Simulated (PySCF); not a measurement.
Record of a relaxation.

Species: In(H2S)F3.
Bonds: In1–S2, In1–F5, In1–F6, In1–F7. Hydrogens: H3, H4 on S2.

Method: PBE0-D3(BJ)/def2-SVP geometry optimisation, gas phase, def2 core potentials past Kr in PySCF 2.14.0; density fitting, grid level 1; the optimiser is geomeTRIC in internal coordinates, started from a GFN2-xTB structure with every atom displaced at random (about 0.03 Å). 14 of its 27 geometries are shown. The frame can shift and turn from step to step; on so coarse a grid that alone can change the energy by a few meV, and forces under 0.02 eV/Å are noise.

Step 0: E = -24172.7455 eV, largest atomic force 4.618 eV/Å
```
atom  x, y, z in Å  |  force x, y, z in eV/Å
In1     0.247   -0.368   -0.981   -1.699   2.122  -0.128
S2      0.114   -0.234    1.635    4.169  -1.356   0.902
H3      0.415    1.062    1.519    0.339   0.505  -0.052
H4     -1.071    0.070    1.510   -4.504   0.890  -0.494
F5      2.079   -0.177   -1.507    0.752   0.034  -0.145
F6     -0.835    1.441   -0.850    1.130  -1.830  -0.035
F7     -0.858   -1.896   -1.395   -0.188  -0.365  -0.049
```

Step 2: E = -24173.2329 eV, largest atomic force 0.635 eV/Å
```
atom  x, y, z in Å  |  force x, y, z in eV/Å
In1     0.223   -0.324   -1.034   -0.379   0.506  -0.059
S2      0.148   -0.219    1.672   -0.143   0.050   0.034
H3      0.474    1.092    1.553   -0.037  -0.033   0.003
H4     -1.179    0.059    1.539    0.214  -0.027   0.003
F5      2.101   -0.184   -1.541   -0.083  -0.037   0.046
F6     -0.810    1.374   -0.855    0.339  -0.481  -0.051
F7     -0.866   -1.900   -1.403    0.087   0.022   0.024
```

Step 4: E = -24173.2503 eV, largest atomic force 0.076 eV/Å
```
atom  x, y, z in Å  |  force x, y, z in eV/Å
In1     0.201   -0.305   -1.050   -0.038  -0.034  -0.010
S2      0.161   -0.218    1.675    0.020  -0.006  -0.006
H3      0.472    1.095    1.563    0.003   0.007   0.005
H4     -1.160    0.053    1.551   -0.009  -0.009   0.012
F5      2.083   -0.200   -1.538   -0.002  -0.021   0.006
F6     -0.799    1.372   -0.878   -0.008   0.075  -0.006
F7     -0.867   -1.899   -1.392    0.034  -0.013  -0.001
```

Step 6: E = -24173.2557 eV, largest atomic force 0.070 eV/Å
```
atom  x, y, z in Å  |  force x, y, z in eV/Å
In1     0.172   -0.291   -1.067    0.026  -0.039   0.052
S2      0.186   -0.218    1.672    0.022   0.007  -0.056
H3      0.474    1.101    1.572   -0.003  -0.002   0.003
H4     -1.142    0.029    1.596   -0.029  -0.006   0.027
F5      2.060   -0.233   -1.542   -0.003  -0.004  -0.004
F6     -0.782    1.415   -0.919   -0.006   0.033  -0.008
F7     -0.874   -1.905   -1.380   -0.007   0.010  -0.014
```

Step 8: E = -24173.2595 eV, largest atomic force 0.050 eV/Å
```
atom  x, y, z in Å  |  force x, y, z in eV/Å
In1     0.146   -0.280   -1.074    0.045   0.016   0.013
S2      0.215   -0.217    1.658    0.002   0.011  -0.020
H3      0.455    1.113    1.571   -0.015  -0.002  -0.004
H4     -1.124   -0.022    1.684    0.002  -0.013   0.009
F5      2.036   -0.275   -1.549   -0.002   0.004   0.006
F6     -0.732    1.471   -0.976    0.001  -0.039  -0.006
F7     -0.905   -1.892   -1.382   -0.033   0.021   0.002
```

Step 10: E = -24173.2627 eV, largest atomic force 0.072 eV/Å
```
atom  x, y, z in Å  |  force x, y, z in eV/Å
In1     0.155   -0.272   -1.071    0.005   0.010  -0.071
S2      0.237   -0.205    1.643    0.009   0.005   0.069
H3      0.387    1.138    1.552   -0.023   0.008  -0.007
H4     -1.109   -0.103    1.746    0.017  -0.017  -0.029
F5      2.047   -0.307   -1.539    0.004   0.004   0.015
F6     -0.683    1.498   -1.016    0.003  -0.016   0.008
F7     -0.943   -1.852   -1.385   -0.014   0.006   0.016
```

Step 12: E = -24173.2629 eV, largest atomic force 0.217 eV/Å
```
atom  x, y, z in Å  |  force x, y, z in eV/Å
In1     0.252   -0.235   -1.061   -0.088  -0.072  -0.185
S2      0.291   -0.094    1.624    0.039   0.041   0.207
H3     -0.060    1.203    1.449   -0.029   0.023  -0.018
H4     -0.985   -0.486    1.854   -0.011  -0.022  -0.106
F5      2.152   -0.398   -1.447    0.019  -0.034  -0.021
F6     -0.511    1.568   -1.125   -0.001   0.111   0.087
F7     -1.047   -1.659   -1.363    0.071  -0.048   0.037
```

Step 14: E = -24173.2792 eV, largest atomic force 0.100 eV/Å
```
atom  x, y, z in Å  |  force x, y, z in eV/Å
In1     0.276   -0.241   -1.056   -0.057  -0.018  -0.031
S2      0.266   -0.096    1.648    0.005   0.017   0.095
H3     -0.046    1.207    1.438   -0.026   0.005  -0.037
H4     -1.035   -0.457    1.739   -0.007  -0.032  -0.034
F5      2.174   -0.360   -1.466   -0.003  -0.015  -0.033
F6     -0.548    1.538   -1.027    0.026   0.094   0.022
F7     -0.995   -1.693   -1.344    0.062  -0.051   0.018
```

Step 16: E = -24173.2969 eV, largest atomic force 0.177 eV/Å
```
atom  x, y, z in Å  |  force x, y, z in eV/Å
In1     0.304   -0.203   -1.046    0.100   0.049   0.137
S2      0.226   -0.038    1.687   -0.030   0.020  -0.118
H3     -0.248    1.193    1.361   -0.016  -0.014   0.011
H4     -1.006   -0.599    1.655   -0.002  -0.007   0.029
F5      2.188   -0.347   -1.511   -0.009  -0.006  -0.043
F6     -0.461    1.609   -0.978   -0.013  -0.061  -0.008
F7     -0.911   -1.716   -1.237   -0.031   0.019  -0.008
```

Step 18: E = -24173.3028 eV, largest atomic force 0.101 eV/Å
```
atom  x, y, z in Å  |  force x, y, z in eV/Å
In1     0.376   -0.189   -1.015    0.035   0.066   0.068
S2      0.189    0.030    1.687   -0.032  -0.028  -0.035
H3     -0.443    1.161    1.275    0.005   0.017   0.001
H4     -0.943   -0.711    1.633   -0.007  -0.003   0.010
F5      2.256   -0.346   -1.482   -0.014  -0.016  -0.038
F6     -0.439    1.604   -0.966   -0.001  -0.006  -0.028
F7     -0.905   -1.650   -1.201    0.013  -0.030   0.021
```

Step 20: E = -24173.3064 eV, largest atomic force 0.024 eV/Å
```
atom  x, y, z in Å  |  force x, y, z in eV/Å
In1     0.406   -0.175   -0.990    0.012   0.001  -0.021
S2      0.149    0.045    1.693   -0.005   0.004   0.008
H3     -0.495    1.163    1.262   -0.001  -0.003   0.016
H4     -0.959   -0.729    1.598    0.003   0.003  -0.012
F5      2.264   -0.346   -1.536    0.004  -0.002   0.007
F6     -0.425    1.610   -0.979    0.001  -0.007  -0.009
F7     -0.847   -1.669   -1.116   -0.013   0.004   0.011
```

Step 22: E = -24173.3098 eV, largest atomic force 0.068 eV/Å
```
atom  x, y, z in Å  |  force x, y, z in eV/Å
In1     0.455   -0.155   -0.979   -0.036  -0.029  -0.013
S2      0.106    0.101    1.691    0.052  -0.002   0.044
H3     -0.635    1.161    1.280   -0.002   0.003  -0.003
H4     -0.912   -0.781    1.542   -0.005   0.011  -0.042
F5      2.296   -0.440   -1.528    0.005  -0.015   0.036
F6     -0.366    1.624   -1.102   -0.011   0.035  -0.005
F7     -0.853   -1.614   -0.971   -0.004  -0.004  -0.018
```

Step 24: E = -24173.3131 eV, largest atomic force 0.031 eV/Å
```
atom  x, y, z in Å  |  force x, y, z in eV/Å
In1     0.427   -0.163   -0.998   -0.022  -0.009   0.021
S2      0.141    0.083    1.687    0.017  -0.001   0.005
H3     -0.565    1.184    1.326    0.001   0.005  -0.009
H4     -0.922   -0.746    1.540   -0.002  -0.001  -0.016
F5      2.280   -0.475   -1.492    0.002  -0.017   0.000
F6     -0.373    1.624   -1.127    0.005   0.018   0.003
F7     -0.895   -1.608   -1.004   -0.001   0.005  -0.004
```

Step 26: E = -24173.3140 eV, largest atomic force 0.024 eV/Å
```
atom  x, y, z in Å  |  force x, y, z in eV/Å
In1     0.411   -0.166   -1.000    0.017   0.014   0.009
S2      0.157    0.077    1.684   -0.015   0.007  -0.005
H3     -0.531    1.198    1.345    0.008  -0.009  -0.003
H4     -0.921   -0.728    1.522   -0.002   0.000   0.004
F5      2.260   -0.529   -1.479   -0.006  -0.010  -0.014
F6     -0.352    1.636   -1.142    0.009  -0.005   0.011
F7     -0.932   -1.590   -0.998   -0.011   0.003  -0.003
```

**Question.** Summarise the path.

**Answer.** The energy falls by 13.11 kcal/mol from step 0 to step 26; nine tenths of that is first reached at step 7. It rises by more than 0.2 meV at step 12. The largest force goes from 4.618 to 0.024 eV/Å. Among the bonds In1–F6 changes most, from 2.112 to 1.962 Å; the atoms move by 0.581 Å rms after alignment.

**Question.** Follow the three bonds and two angles with the largest change from start to end.

**Answer.** 
```csv
step,E above end (kcal/mol),largest force (eV/Å),In1–F6 (Å),S2–H4 (Å),In1–S2 (Å),S2–In1–F7 (°),F5–In1–F6 (°)
0,13.11,4.618,2.112,1.229,2.623,103.0,115.0
1,2.61,1.188,1.920,1.355,2.674,102.3,116.9
2,1.87,0.635,1.995,1.363,2.709,101.8,117.4
3,1.57,0.258,1.971,1.357,2.717,101.5,117.7
5,1.41,0.083,1.959,1.353,2.735,100.8,118.0
6,1.35,0.070,1.959,1.353,2.740,100.7,117.7
7,1.30,0.062,1.960,1.353,2.739,100.7,117.1
8,1.26,0.050,1.960,1.354,2.734,101.0,116.3
9,1.23,0.048,1.960,1.354,2.727,101.2,116.0
10,1.18,0.072,1.960,1.354,2.717,101.4,116.0
11,1.12,0.119,1.959,1.354,2.708,101.6,116.1
12,1.18,0.217,1.958,1.354,2.689,101.7,116.8
14,0.80,0.100,1.961,1.353,2.709,100.7,117.9
15,0.52,0.258,1.971,1.353,2.737,97.1,118.2
16,0.40,0.177,1.968,1.354,2.739,97.3,116.9
17,0.29,0.094,1.968,1.354,2.722,97.5,118.1
18,0.26,0.101,1.970,1.354,2.717,96.3,118.7
19,0.21,0.064,1.970,1.355,2.712,95.2,118.8
20,0.18,0.024,1.969,1.355,2.704,93.7,119.0
21,0.17,0.025,1.969,1.355,2.704,93.2,119.2
23,0.06,0.043,1.963,1.355,2.708,90.2,120.6
24,0.02,0.031,1.962,1.355,2.710,90.0,121.2
25,0.01,0.027,1.962,1.356,2.709,89.9,121.6
26,0.00,0.024,1.962,1.356,2.707,90.0,121.6
```

What follows is the cost of the whole optimisation. Time: 2.0 min of wall time; peak memory 0.38 GiB. Hardware: one thread of an Arm Neoverse V1, shared host with 32 logical CPUs at a one-minute load of 20.
